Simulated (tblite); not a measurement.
C₇H₁₇OP.
SMILES with atom numbers: `[CH3:1][C:2]([CH3:3])([CH3:4])[CH2:5][P:6]([CH3:7])([CH3:8])=[O:9]` (hydrogens: H10, H11, H12 on C1; H13, H14, H15 on C3; H16, H17, H18 on C4; H19, H20 on C5; H21, H22, H23 on C7; H24, H25, H26 on C8)

Geometry (GFN2-xTB, Å), atoms numbered from 1 in this order:
```
atom  x, y, z in Å
C1     2.2232    1.2900   -0.6566
C2     1.3155    0.2389   -0.0078
C3     1.9491   -1.1437   -0.1556
C4     1.1336    0.5646    1.4728
C5    -0.0421    0.2575   -0.7185
P6    -1.3998   -0.7090    0.0844
C7    -2.3246    0.4520    1.1687
C8    -2.5586   -0.9896   -1.3135
O9    -1.0275   -1.9604    0.7604
H10    2.3475    1.0899   -1.7190
H11    1.8041    2.2882   -0.5423
H12    3.2056    1.2783   -0.1900
H13    1.2921   -1.9007    0.2612
H14    2.9021   -1.1813    0.3674
H15    2.1234   -1.3748   -1.2050
H16    2.0971    0.5860    1.9781
H17    0.6608    1.5376    1.5990
H18    0.5182   -0.1998    1.9416
H19   -0.3990    1.2840   -0.8255
H20    0.0720   -0.1589   -1.7237
H21   -3.2101   -0.0785    1.5151
H22   -1.7207    0.7120    2.0336
H23   -2.6199    1.3518    0.6381
H24   -3.4707   -1.4263   -0.9118
H25   -2.1012   -1.7103   -1.9884
H26   -2.7912   -0.0748   -1.8495
```

Computed values, GFN2-xTB/tblite, gas phase, harmonic and unscaled. Against measured fundamentals such values can be off by several per cent, at times by over 20. One conformer, not necessarily the lowest.

Harmonic wavenumbers (cm⁻¹): 60.0, 96.1, 140.3, 148.5, 178.2, 203.2, 209.5, 220.8, 246.7, 258.2, 272.0, 294.4, 321.1, 345.5, 360.1, 406.7, 412.0, 486.1, 674.6, 722.9, 728.9, 753.2, 813.1, 819.6, 844.4, 875.9, 883.8, 961.8, 966.7, 969.0, 975.7, 1029.8, 1039.2, 1102.1, 1192.7, 1250.4, 1268.5, 1284.8, 1288.7, 1313.2, 1319.0, 1402.2, 1408.2, 1423.5, 1427.5, 1434.6, 1438.7, 1440.9, 1449.4, 1489.1, 1491.0, 1495.1, 1506.3, 1508.5, 1511.9, 2936.7, 2957.3, 3005.2, 3011.1, 3012.6, 3013.6, 3019.9, 3022.3, 3026.4, 3029.5, 3031.0, 3032.9, 3035.9, 3038.9, 3039.2, 3041.1, 3072.7.

A = 2152, B = 878.5, C = 857.1 MHz; mass 148.102 u (most abundant isotopes); point group C1, symmetry number 1.

Problem. What is the zero-point energy?

Solution. Half the sum of the wavenumbers: 49745 cm⁻¹ = 595.09 kJ/mol.

Problem. What is S at 200 K and 1 bar for an ideal gas of classical rigid rotors and harmonic oscillators?

Solution. Translation 162.89, rotation 119.18, vibration 98.56: S = 380.6 J/(mol K).

Problem. And Cp and H(200 K) − H(0)?

Solution. Cp = 156.10 J/(mol K), of which vibrations give 122.85 (their classical limit is 72 R = 598.6); H(200 K) − H(0) = 18.43 kJ/mol without the zero-point energy, 11.78 from vibrations.

Problem. How do the functions run with temperature in this model?

Solution. 
```csv
T (K),S (J/(mol K)),Cp (J/(mol K)),H − H(0) (kJ/mol),G − H(0) (kJ/mol),ln q(vib)
100,294.8,94.7,5.70,-23.78,1.45
300,454.1,210.0,36.73,-99.49,8.34
500,585.6,309.5,89.06,-203.72,15.41
800,755.1,412.0,198.50,-405.61,25.51
1000,852.3,458.6,285.78,-566.54,31.78
```

q(vib) and H(0) count from the zero-point level.

Problem. Blend soft modes into free rotors: weight 1/[1 + (100 cm⁻¹/ν̃)⁴] for the oscillator and the rest for a rotor with moment μB/(μ + B), μ = h/(8π²ν), B = 10⁻⁴⁴ kg m². What vibrational entropy results?

Solution. 96.07 J/(mol K) in place of 98.56, which changes −T·S at 200 K by +0.50 kJ/mol.

Hindered rotation and anharmonicity are outside this model. Other conformers, if any are populated, would add a mixing term that is left out. The structure is chiral; the term R ln 2 for an equal mix with its mirror image is left out.
